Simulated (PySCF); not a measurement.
## MoBr₂ + O₂ → MoO₂ + Br₂

Level: PBE in the def2-TZVP basis family, computed in PySCF with density fitting; scalar-relativistic core potentials for atoms from Rb on, none lighter, no spin–orbit coupling; open shells unrestricted.

```json
{"species": "MoBr₂", "state and structure": "quintet, C2v, Mo–Br 2.410 Å (×2); Br–Mo–Br 130.6°", "E (Eh)": "-5215.82656", "ZPE (kJ/mol)": "3.6", "H(298 K) − H(0) (kJ/mol)": "14.5", "S° (J/(mol K))": "340.7"}
{"species": "O₂", "state and structure": "triplet, D∞h, O–O 1.219 Å", "E (Eh)": "-150.24892", "ZPE (kJ/mol)": "9.3", "H(298 K) − H(0) (kJ/mol)": "8.7", "S° (J/(mol K))": "205.2"}
{"species": "MoO₂", "state and structure": "triplet, C2v, Mo–O 1.703 Å (×2); O–Mo–O 113.0°", "E (Eh)": "-218.63329", "ZPE (kJ/mol)": "13.4", "H(298 K) − H(0) (kJ/mol)": "11.2", "S° (J/(mol K))": "276.5"}
{"species": "Br₂", "state and structure": "singlet, D∞h, Br–Br 2.311 Å", "E (Eh)": "-5147.53281", "ZPE (kJ/mol)": "1.9", "H(298 K) − H(0) (kJ/mol)": "9.7", "S° (J/(mol K))": "245.5"}
```

**Question.** What is the electronic reaction energy?

**Answer.** At PBE/def2-TZVP, ΔE = -237.9 kJ/mol from the differences of the total energies times 2625.5, downhill. 

**Question.** Add zero-point, thermal and entropy terms for 298.15 K and 1 bar.

**Answer.** ΔZPE = 2.4 and Δ[H(298) − H(0)] = -2.3 kJ/mol give ΔH° = -237.8 kJ/mol. ΔS° = -23.9 J/(mol K), so ΔG° = -237.8 − 298.15 × (-0.0239) = -231 kJ/mol.

Open d or f shells are single determinants, so the state found may not be the ground state. The structures come from searches over a few start shapes, so lower isomers are not excluded.
